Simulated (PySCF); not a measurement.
# Telling isomers of C7H9N apart by NMR

Method: geometry: GFN2-xTB, GIAO PBE0/pcSseg-1 shieldings, in PySCF 2.14.0 with density-fitted response routines (a single conformation, isolated molecule, one averaged value for each set of equivalent atoms, non-relativistic Hamiltonian).

Chemical shifts δ = σref − σ; ¹H (σref 31.72), ¹³C (σref 186.93) against TMS, all at this level. Where no couplings were computed, multiplicities follow the n + 1 count of equivalent neighbours, and m marks all less simple cases (inequivalent or close neighbours, rings, F or P nearby). Shifts are as computed. Against solution values, carbons near 30 ppm lie about +3 ppm off and those near 130 ppm about +5 ppm (rms about the fit 2.1 ppm; single classes can miss by 10 ppm). Of 1328 compounds with measured shifts, 309 miss one by over three times the rms of a fit or turn the order of signals round; such compounds aren't used in these exercises. Signals without a measured value on file couldn't be tested in this way; 1H shifts scatter by 0.2 ppm about their fit, and single ones miss by 0.5 ppm. OH and NH positions are gas-phase values without hydrogen bonding to other molecules.

(1) Tabulate the signals of `N#C[C@@H]1C[C@H]2C[C@@H]1C2`, `[H]/N=C\C1C=CCC=C1` and their relative energies.

(2) What is the quickest way to tell N#C[C@@H]1C[C@H]2C[C@@H]1C2 from [H]/N=C\C1C=CCC=C1?

Results:

(1) 
```json
{"SMILES": "N#C[C@@H]1C[C@H]2C[C@@H]1C2", "carbon types": "1×C 3×CH 3×CH2", "δC": "128.3, 46.0, 40.5, 40.5, 38.6, 37.8, 28.1", "δH": "2.60 (m, 1H), 2.57 (m, 1H), 2.47 (m, 1H), 2.08 (m, 1H), 1.95 (m, 1H), 1.78 (m, 1H), 1.78 (m, 1H), 1.44 (m, 1H), 0.83 (m, 1H)", "E rel. (kcal/mol)": "0.0"}
{"SMILES": "[H]/N=C\\C1C=CCC=C1", "carbon types": "6×CH 1×CH2", "δC": "170.5, 136.1, 131.4, 50.6, 31.4", "δH": "10.81 (br s, 1H), 7.75 (d, 1H), 6.28 (m, 2H), 6.07 (m, 2H), 3.54 (m, 1H), 2.84 (m, 1H), 2.77 (m, 1H)", "E rel. (kcal/mol)": "7.9"}
```

Energies are electronic energies at PBE0/pcSseg-1 on these geometries, without zero-point or thermal terms, each for the one conformer computed, which needn't be the lowest.

(2) Count the carbon signals: 7 against 5. The first has a nitrile carbon (C) at 128.3 ppm, the second a C=N carbon (CH) at 170.5 ppm. In the proton spectra the most deshielded non-exchanging signals are 2.60 (m, 1H) and 7.75 (d, 1H).
